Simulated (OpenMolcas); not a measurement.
## Lines of Ar3+: computed and rescaled rates

- Program: OpenMolcas
- Method: SS-CASPT2, IPEA 0.25 Eh, imaginary shift 0.1 Eh (closed shells correlated: 2s 2p)
- Basis: ANO-RCC-VTZP [5s4p2d1f]
- Scalar Hamiltonian: DKH2, point nucleus
- Active space: 5 electrons in 8 orbitals (3s 3p 4s 4p)
- State averaging: 2S+1 = 4 odd, 1 root; 2S+1 = 2 odd, 8 roots; 2S+1 = 4 even, 3 roots; 2S+1 = 2 even, 9 roots
- Spin-orbit coupling: state interaction with AMFI integrals over the reference wave functions, term energies averaged over their components

Rates come from the transition moments of the reference wave functions (E1 and E2 in the length form). At fixed line strength A goes as λ^-3 for E1 and M1 and as λ^-5 for E2, so a rate at the computed wavelength can be rescaled to the measured one. Measured vacuum wavelengths follow from level energies in Saloman, J. Phys. Chem. Ref. Data 39, 033101 (2010). Branching counts decays inside the model space alone, at computed energies, and the table is only a selection of the E2 and M1 lines, drawn from those between levels with measured partners whose computed energy lies within a factor of 1.5 of the measured one.

```json
{"Upper": "3s2 3p3 2D* 5/2", "Lower": "3s2 3p3 2D* 3/2", "Type": "M1", "λ computed (nm)": "79560", "λ measured (nm)": "77400", "A computed (s-1)": "2.14e-05", "A rescaled (s-1)": "2.32e-05", "Branching %": "1.0"}
{"Upper": "3s2 3p3 2P* 1/2", "Lower": "3s2 3p3 2D* 5/2", "Type": "E2", "λ computed (nm)": "734.8", "λ measured (nm)": "733.4", "A computed (s-1)": "1.32e-01", "A rescaled (s-1)": "1.33e-01", "Branching %": "8.8"}
{"Upper": "3s2 3p3 2P* 1/2", "Lower": "3s2 3p3 2D* 3/2", "Type": "M1", "λ computed (nm)": "728.1", "λ measured (nm)": "726.5", "A computed (s-1)": "3.74e-01", "A rescaled (s-1)": "", "Branching %": "24.9"}
{"Upper": "3s2 3p3 2P* 1/2", "Lower": "3s2 3p3 2D* 3/2", "Type": "E2", "λ computed (nm)": "728.1", "λ measured (nm)": "726.5", "A computed (s-1)": "2.06e-01", "A rescaled (s-1)": "2.08e-01", "Branching %": "13.7"}
{"Upper": "3s2 3p3 2P* 3/2", "Lower": "3s2 3p3 2D* 5/2", "Type": "M1", "λ computed (nm)": "728", "λ measured (nm)": "724", "A computed (s-1)": "3.37e-01", "A rescaled (s-1)": "", "Branching %": "10.4"}
{"Upper": "3s2 3p3 2P* 3/2", "Lower": "3s2 3p3 2D* 5/2", "Type": "E2", "λ computed (nm)": "728", "λ measured (nm)": "724", "A computed (s-1)": "2.39e-01", "A rescaled (s-1)": "2.46e-01", "Branching %": "7.4"}
{"Upper": "3s2 3p3 2P* 3/2", "Lower": "3s2 3p3 2D* 3/2", "Type": "M1", "λ computed (nm)": "721.4", "λ measured (nm)": "717.3", "A computed (s-1)": "6.14e-01", "A rescaled (s-1)": "", "Branching %": "19.0"}
{"Upper": "3s2 3p3 2P* 3/2", "Lower": "3s2 3p3 2D* 3/2", "Type": "E2", "λ computed (nm)": "721.4", "λ measured (nm)": "717.3", "A computed (s-1)": "1.04e-01", "A rescaled (s-1)": "1.07e-01", "Branching %": "3.2"}
{"Upper": "3s2 3p3 2D* 3/2", "Lower": "3s2 3p3 4S* 3/2", "Type": "M1", "λ computed (nm)": "445.4", "λ measured (nm)": "474.1", "A computed (s-1)": "1.66e-02", "A rescaled (s-1)": "", "Branching %": "93.7"}
{"Upper": "3s2 3p3 2D* 3/2", "Lower": "3s2 3p3 4S* 3/2", "Type": "E2", "λ computed (nm)": "445.4", "λ measured (nm)": "474.1", "A computed (s-1)": "1.11e-03", "A rescaled (s-1)": "", "Branching %": "6.3"}
{"Upper": "3s2 3p3 2D* 5/2", "Lower": "3s2 3p3 4S* 3/2", "Type": "E2", "λ computed (nm)": "442.9", "λ measured (nm)": "471.3", "A computed (s-1)": "1.78e-03", "A rescaled (s-1)": "", "Branching %": "82.9"}
{"Upper": "3s2 3p3 2D* 5/2", "Lower": "3s2 3p3 4S* 3/2", "Type": "M1", "λ computed (nm)": "442.9", "λ measured (nm)": "471.3", "A computed (s-1)": "3.45e-04", "A rescaled (s-1)": "", "Branching %": "16.1"}
{"Upper": "3s2 3p3 2P* 1/2", "Lower": "3s2 3p3 4S* 3/2", "Type": "M1", "λ computed (nm)": "276.3", "λ measured (nm)": "286.9", "A computed (s-1)": "7.90e-01", "A rescaled (s-1)": "", "Branching %": "52.6"}
{"Upper": "3s2 3p3 2P* 3/2", "Lower": "3s2 3p3 4S* 3/2", "Type": "M1", "λ computed (nm)": "275.4", "λ measured (nm)": "285.5", "A computed (s-1)": "1.94e+00", "A rescaled (s-1)": "", "Branching %": "60.0"}
```

Spin-changing lines and M1 lines between different terms are not rescaled, since their strength hangs on the term gaps too.

The largest correction is for 3s2 3p3 2D* 5/2 → 3s2 3p3 2D* 3/2 (M1): 2.14e-05 × (79560 / 77400)^3 = 2.32e-05 s-1, a factor of 1.09.

No measured rate stands beside these. Rescaling mends the energy factor alone: line strengths can still be far off where a level mixes with configurations outside the active space, and weak or spin-changing lines hang on small mixing coefficients that depend on the term gaps too, so rescaling need not improve them.

Term energies are means over components that CASPT2 splits; among the terms shown or strongly mixed into the levels shown the widest spread is 96 cm-1 (3s2 3p3 2D*). Over all roots computed the reference weight is 0.87 to 0.97; the roots of lowest weight are the least certain, and an intruder state may touch them. Active for correlation alone: 4p 4s; no level in the range computed is led by a configuration that fills them, so any true level of that kind is missing. Computed and measured levels are paired by configuration, term and J; levels that our copy of the source lacks, or whose pairing is in doubt (as where it misses far off the trend of its configuration), stay unpaired. Levels of configurations outside the active space are missing.

* marks odd parity.
